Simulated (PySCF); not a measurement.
**From MP2 to CCSD(T): MH along the alkali metals**

MP2 and CCSD(T) in PySCF with def2-SVP on every atom (core potentials on Rb, Cs), for the lowest determinant that a PBE0 search found; no spin–orbit coupling.

```tsv
molecule	state (unpaired electrons)	MP2 Re (Å)	MP2 ωe (cm⁻¹)	MP2 De (eV)	CCSD(T) Re (Å)	CCSD(T) ωe (cm⁻¹)	CCSD(T) De (eV)
NaH	singlet (closed shell)	1.910	1146	1.46	1.918	1105	1.69
KH	singlet (closed shell)	2.295	958	1.25	?	?	?
RbH	singlet (closed shell)	2.419	951	1.15	2.430	912	1.36
CsH	singlet (closed shell)	2.606	878	1.16	2.617	846	1.35
```

Task: Estimate the CCSD(T) values of KH by adding the mean shift from MP2 to CCSD(T) of the other rows, and compare with the calculation.

Result: The mean shifts are +1.0 pm, -37 cm⁻¹ and +0.21 eV, which give 2.305 Å, 921 cm⁻¹ and 1.46 eV. CCSD(T)/def2-SVP gives Re = 2.308 Å, ωe = 915 cm⁻¹, De = 1.47 eV.

Task: What are the mean differences of MP2 from CCSD(T) over the whole series?

Result: Re -1.1 pm, ωe +39 cm⁻¹, De -0.21 eV.

In a basis of this size CCSD(T) is itself not converged; it tends to give bonds that are too long and too weak.

Correlated steps freeze the inner cores (0 to 5 orbitals); shallow outer-core shells are correlated. Correlated levels converge slowly with the basis: in double zeta they bind strong bonds too weakly, by up to about 1 eV, and carry superposition errors of some tenths. Spin–orbit coupling is left out. Where the molecule has an RHF reference, its open-shell atoms are computed with UHF. The CCSD T1 diagnostic is raised in CsH, KH, RbH, a sign that a single reference may not be enough there.
